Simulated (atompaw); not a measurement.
**PBE PAW (atompaw) dataset for boron, scalar-relativistic all-electron reference.**

B (Z = 5), PAW, made with atompaw 4.2.0.5 (PBE, scalar-relativistic). Core [He], reference 2s2 2p1. Waves: 2s (bound): rc 3.00 bohr; 2s channel at -0.05 Ry: rc 1.15 bohr; 2p (bound): rc 3.00 bohr; 2p channel at 0.9 Ry: rc 3.00 bohr. Local part: ultrasoft scheme with l = 2 at 0 Ry, radius 2.40 bohr. Core correction: smooth core density matched at 2.25 bohr. Augmentation charge: sinc compensation charge, radius 2.35 bohr; PAW radius 3.00 bohr; waves and projectors: modrrkj vanderbiltortho.

All-electron outer shells of the reference configuration (PBE, scalar-relativistic, ld1.x):

```
shell  level (eV)  outermost node (bohr)  outermost maximum (bohr)
   1s     -180.59                      –                      0.21
   2s       -9.44                   0.46                      1.52
   2p       -3.61                      –                      1.57
```

Q: Does the generator finish with these settings?

A: Yes, a potential is produced.

Q: Estimate the cutoffs (Ry, on a coarse ladder) from which the occupation-weighted sum of valence levels, in a spherical-Bessel basis at the reference potential, stays within 10 and 1 mRy of its value at 400 Ry.

A: 6 Ry and 6 Ry.

Q: Does the potential have ghost states?

A: Ghost state, extra bound levels that the all-electron valence spectrum of the same l lacks: s at -12.9 eV. A true bound ghost makes a file unfit for plane-wave use.

Q: Is the overlap operator S = 1 + Σ q|β⟩⟨β| positive definite (Bessel basis up to 400 Ry)?

A: Yes: its lowest eigenvalue is 0.32 (s channel).
